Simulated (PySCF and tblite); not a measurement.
The numbers below are computed, except where a source is named.
C7H12O, numbered as in [CH2:1]=[CH:2][C@@H:3]1[CH2:4][CH2:5][CH2:6][CH2:7][O:8]1.

The ensemble was built from 90 distance-geometry starts (ETKDG and KDG, MMFF94s, GFN2-xTB) and rests on PBE0-D3(BJ)/def2-SVP geometries. Weights use PBE0-D3(BJ)/def2-TZVP energies plus GFN2-xTB zero-point and thermal terms (modes under about 100 cm⁻¹ blended into free rotors). Symmetry numbers and mirror images are counted. Conformers within 4 kcal/mol (GFN2-xTB free energy) were kept, 5 at most. (PySCF 2.14, tblite 0.8.)

Torsions listed: C1–C2–C3–O8. The 6-ring runs over atoms 3–4–5–6–7–8.

```csv
conformer,shape,symmetry
1,6-ring chair (C2 axial); 120°,C1
2,6-ring chair (C2 axial); 17°,C1
3,6-ring chair (all substituents equatorial); 134°,C1
4,6-ring chair (all substituents equatorial); -2°,C1
```

Problem. Which of these conformers is the most populated at 298.15 K, and with what share?

Solution. Conformer 4, about 69 %. The lead over the next is within the error of the method.

Problem. Give the DFT energies and free energies relative to the lowest, and all weights.

Solution. 
```json
{"conformer": "1", "shape": "6-ring chair (C2 axial); 120°", "E(DFT) kcal/mol": "3.16", "G(298.15 K) kcal/mol": "2.76", "weight %": "0.7"}
{"conformer": "2", "shape": "6-ring chair (C2 axial); 17°", "E(DFT) kcal/mol": "2.27", "G(298.15 K) kcal/mol": "2.58", "weight %": "0.9"}
{"conformer": "3", "shape": "6-ring chair (all substituents equatorial); 134°", "E(DFT) kcal/mol": "0.59", "G(298.15 K) kcal/mol": "0.51", "weight %": "29.4"}
{"conformer": "4", "shape": "6-ring chair (all substituents equatorial); -2°", "E(DFT) kcal/mol": "0.00", "G(298.15 K) kcal/mol": "0.00", "weight %": "69.0"}
```

Problem. How does its share change from 250 K to 373.15 K?

Solution. From 73 % to 63 %; the mixing entropy goes from 1.22 to 1.60 cal/(mol K).
